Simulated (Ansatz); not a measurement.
Steps of a relaxation of CH5BF2Si (`FB(F)C[SiH3]`) with RKS PBE-D4/def2-SVP.

```sh
$ ansatz run in.yaml --threads 4 --pin off --events-out ev --progress --plain --max-ram 10444MiB
```

```yaml
crystal:
  periodic: [false, false, false]
  atoms:
    - {symbol: F, position_ang: [1.713000, -1.582900, -0.645600]}
    - {symbol: B, position_ang: [0.227000, -1.361900, -0.683300]}
    - {symbol: F, position_ang: [-0.666600, -2.510200, -0.801000]}
    - {symbol: C, position_ang: [-0.317800, 0.112300, -0.664600]}
    - {symbol: Si, position_ang: [0.051900, 0.952600, 0.921300]}
    - {symbol: H, position_ang: [-1.496600, 0.053400, -0.746600]}
    - {symbol: H, position_ang: [0.033700, 0.688100, -1.511700]}
    - {symbol: H, position_ang: [-0.443100, 0.207600, 2.067300]}
    - {symbol: H, position_ang: [-0.532800, 2.324900, 0.987700]}
    - {symbol: H, position_ang: [1.514400, 1.065000, 1.079500]}
basis:
  gaussian: {orbitals: def2-SVP}
hamiltonian: {xc: pbe, dispersion: d4}
relax: {f_tol: 0.03, max_steps: 200}
```

Positions (Å) and forces (eV/Å) along the path, 11 of 11 steps:

```xyz
10
step=1 energy=-15088.9296 eV
F     1.713   -1.583   -0.646   -4.589    0.201   -0.066
B     0.227   -1.362   -0.683    1.604   -2.466   -0.640
F    -0.667   -2.510   -0.801    2.862    2.920    0.485
C    -0.318    0.112   -0.665   -2.700   -1.933   -0.279
Si    0.052    0.953    0.921    0.557    1.047    0.488
H    -1.497    0.053   -0.747    1.813    0.088    0.010
H     0.034    0.688   -1.512    0.488    0.463   -0.638
H    -0.443    0.208    2.067   -0.421   -0.593    0.662
H    -0.533    2.325    0.988   -0.140    0.178   -0.089
H     1.514    1.065    1.079    0.526    0.095    0.066
10
step=2 energy=-15089.4311 eV
F     1.599   -1.588   -0.574   -2.601    0.551   -1.130
B     0.222   -1.326   -0.828    1.117   -2.649    2.887
F    -0.576   -2.484   -0.633    1.478    2.262   -0.967
C    -0.355    0.117   -0.698   -0.919   -0.800   -1.205
Si    0.081    0.932    0.928    0.202    0.305    0.390
H    -1.480    0.066   -0.796    0.626    0.114    0.030
H     0.024    0.740   -1.527    0.106    0.325   -0.111
H    -0.457    0.126    2.059   -0.079   -0.149    0.159
H    -0.539    2.300    0.985   -0.027    0.030   -0.032
H     1.563    1.065    1.086    0.095    0.012   -0.020
10
step=3 energy=-15089.6456 eV
F     1.582   -1.636   -0.671   -2.232    0.913   -0.390
B     0.212   -1.330   -0.754    1.129   -3.036    0.991
F    -0.550   -2.518   -0.675    1.040    2.372   -0.345
C    -0.368    0.111   -0.684    0.173   -0.427   -0.678
Si    0.081    0.958    0.947   -0.055    0.139    0.266
H    -1.467    0.078   -0.807   -0.103    0.063    0.049
H     0.050    0.723   -1.516    0.017   -0.001    0.133
H    -0.474    0.137    2.083    0.065    0.049   -0.010
H    -0.553    2.325    0.977    0.033   -0.036    0.020
H     1.571    1.100    1.102   -0.066   -0.036   -0.036
10
step=4 energy=-15089.8984 eV
F     1.540   -1.588   -0.860   -0.241   -0.265    0.104
B     0.225   -1.381   -0.702   -0.023    0.302   -0.284
F    -0.574   -2.441   -0.549    0.307   -0.017    0.055
C    -0.339    0.072   -0.711    0.000    0.053    0.413
Si    0.040    0.940    0.958   -0.043   -0.040   -0.144
H    -1.436    0.094   -0.863   -0.021    0.014   -0.072
H     0.170    0.708   -1.463   -0.025   -0.042   -0.085
H    -0.474    0.142    2.128    0.009    0.000   -0.053
H    -0.594    2.303    0.984   -0.021   -0.001    0.004
H     1.526    1.100    1.081    0.056   -0.003    0.063
10
step=5 energy=-15089.8928 eV rejected
F     1.516   -1.602   -0.932    0.048   -0.155    0.038
B     0.222   -1.373   -0.704   -0.075    0.342   -0.121
F    -0.552   -2.431   -0.465    0.045   -0.143    0.028
C    -0.348    0.081   -0.693    0.344   -0.012   -0.164
Si    0.062    0.946    0.961   -0.411   -0.033   -0.050
H    -1.427    0.089   -0.929   -0.179    0.048    0.292
H     0.150    0.703   -1.464    0.127   -0.040   -0.061
H    -0.486    0.125    2.092    0.026   -0.001    0.087
H    -0.594    2.299    0.989    0.029    0.042    0.026
H     1.541    1.113    1.147    0.045   -0.047   -0.075
10
step=6 energy=-15089.9141 eV
F     1.531   -1.606   -0.887   -0.099   -0.074    0.011
B     0.226   -1.371   -0.713   -0.043    0.028   -0.008
F    -0.555   -2.439   -0.512    0.147    0.072   -0.017
C    -0.340    0.081   -0.700    0.103    0.004   -0.014
Si    0.046    0.945    0.957   -0.086   -0.012   -0.028
H    -1.432    0.096   -0.875   -0.061    0.011    0.052
H     0.155    0.704   -1.476    0.010   -0.028   -0.003
H    -0.484    0.134    2.108    0.006    0.005   -0.004
H    -0.595    2.306    0.988    0.006    0.001    0.006
H     1.532    1.099    1.113    0.016   -0.006    0.007
10
step=7 energy=-15089.9180 eV
F     1.518   -1.630   -0.983    0.006    0.034    0.001
B     0.235   -1.368   -0.718    0.007   -0.056   -0.033
F    -0.527   -2.429   -0.440   -0.020    0.020    0.023
C    -0.324    0.085   -0.702   -0.006    0.024   -0.014
Si    0.034    0.948    0.959    0.030   -0.016    0.029
H    -1.421    0.100   -0.857    0.002   -0.013   -0.003
H     0.165    0.705   -1.483   -0.006   -0.005    0.000
H    -0.525    0.138    2.097    0.000    0.006   -0.006
H    -0.593    2.315    0.983    0.000    0.002   -0.010
H     1.520    1.085    1.146   -0.013    0.004    0.013
10
step=8 energy=-15089.9181 eV
F     1.518   -1.629   -0.984    0.004    0.034    0.002
B     0.235   -1.367   -0.717    0.010   -0.060   -0.038
F    -0.526   -2.428   -0.437   -0.021    0.018    0.023
C    -0.324    0.086   -0.703   -0.004    0.020   -0.014
Si    0.034    0.947    0.959    0.027   -0.007    0.032
H    -1.422    0.100   -0.858    0.001   -0.012   -0.002
H     0.164    0.705   -1.484   -0.005   -0.004    0.000
H    -0.525    0.137    2.096    0.000    0.005   -0.007
H    -0.592    2.314    0.983    0.001    0.001   -0.009
H     1.520    1.084    1.146   -0.013    0.003    0.012
10
step=9 energy=-15089.9184 eV
F     1.512   -1.626   -1.034   -0.061    0.002   -0.031
B     0.238   -1.362   -0.726    0.076   -0.047    0.114
F    -0.507   -2.411   -0.366    0.008    0.013   -0.044
C    -0.320    0.090   -0.713   -0.048    0.003   -0.012
Si    0.030    0.939    0.958    0.041    0.009    0.031
H    -1.419    0.103   -0.858    0.020    0.002   -0.023
H     0.166    0.711   -1.492   -0.015    0.020   -0.010
H    -0.548    0.129    2.087   -0.005    0.002   -0.018
H    -0.584    2.312    0.980   -0.003   -0.002   -0.008
H     1.514    1.065    1.167   -0.013   -0.002    0.001
10
step=10 energy=-15089.9191 eV
F     1.504   -1.631   -1.076   -0.074    0.010    0.026
B     0.244   -1.360   -0.721   -0.005   -0.146   -0.008
F    -0.497   -2.409   -0.341    0.086    0.108   -0.034
C    -0.316    0.091   -0.711   -0.016   -0.004    0.008
Si    0.030    0.940    0.961    0.012    0.022    0.024
H    -1.416    0.099   -0.856    0.017    0.000   -0.002
H     0.166    0.712   -1.494   -0.003    0.012   -0.002
H    -0.565    0.131    2.081   -0.001    0.006   -0.007
H    -0.580    2.315    0.974    0.003   -0.001    0.003
H     1.513    1.061    1.186   -0.019   -0.007   -0.008
10
step=11 energy=-15089.9197 eV
F     1.504   -1.628   -1.091    0.009   -0.003   -0.004
B     0.248   -1.363   -0.725   -0.007    0.021   -0.001
F    -0.483   -2.411   -0.338   -0.004   -0.006    0.003
C    -0.317    0.089   -0.708    0.010   -0.012    0.005
Si    0.027    0.941    0.963   -0.007    0.002   -0.007
H    -1.416    0.093   -0.853   -0.005    0.000    0.000
H     0.160    0.714   -1.491   -0.002    0.001    0.002
H    -0.582    0.145    2.084   -0.001    0.000    0.001
H    -0.567    2.323    0.969    0.003   -0.001   -0.001
H     1.510    1.046    1.192    0.002   -0.001    0.002
```

Hardware: 4 threads of an Arm Neoverse V1 on a shared host. Wall time 12 s, peak host memory 0.15 GiB.
